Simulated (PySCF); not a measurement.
Q: What does the PBE0-D3(BJ)/def2-SVP structure of `PP1C=CCC=C1` look like in three dimensions?

A: 
```xyz
15
C5H8P2 angstrom
P      2.651    0.776    0.238
P      1.228   -0.871   -0.354
C      0.200   -0.868    1.146
C     -1.070   -0.449    1.215
C     -1.862    0.174    0.110
C     -1.121    0.453   -1.159
C      0.144    0.113   -1.432
H      3.516   -0.110    0.957
H      3.432    0.641   -0.955
H      0.656   -1.317    2.035
H     -1.604   -0.568    2.166
H     -2.740   -0.464   -0.114
H     -2.314    1.116    0.478
H     -1.693    0.987   -1.928
H      0.560    0.372   -2.412
```

Any rigid rotation of these coordinates is as good. Atoms count from 1 in this order. The C–C distances run from 1.339 Å (C3=C4, drawn double) to 1.496 Å (C5–C6, drawn single), a spread of 0.157 Å. The 6-membered ring P2–C3–C4–C5–C6–C7 has internal angles of 98.7° to 126.5° (sum 719°, against 720° for a flat polygon); it is slightly puckered (a soft mode that the optimisation may not have finished), 0.06 Å rms from its mean plane, widest ring torsion 11°. P1 (three-coordinate phosphorus) is pyramidal (angles 93.5°, 93.3° and 91.7°, sum 278.5°, 0.88 Å off the plane of its three neighbours). P2 (three-coordinate phosphorus) is pyramidal (angles 98.7°, 98.0° and 97.8°, sum 294.5°, 0.95 Å off the plane of its three neighbours).

Bonds between heavy atoms (Å): P1–P2 2.256, P2–C3 1.819, C3=C4 1.339, C4–C5 1.496, C5–C6 1.496, C6=C7 1.339, P2–C7 1.818.

The calculation used PBE0-D3(BJ)/def2-SVP geometry optimisation, gas phase (PySCF 2.14.0).

PBE0-D3(BJ)/def2-SVP frequencies: not computed here. One conformer, not necessarily the lowest (H–P1–P2–C3 85° and 177°, P1–P2–C3–C4 110°, C3–C4–C5–C6 -5°, C4–C5–C6–C7 5°, P1–P2–C7–C6 -110°).
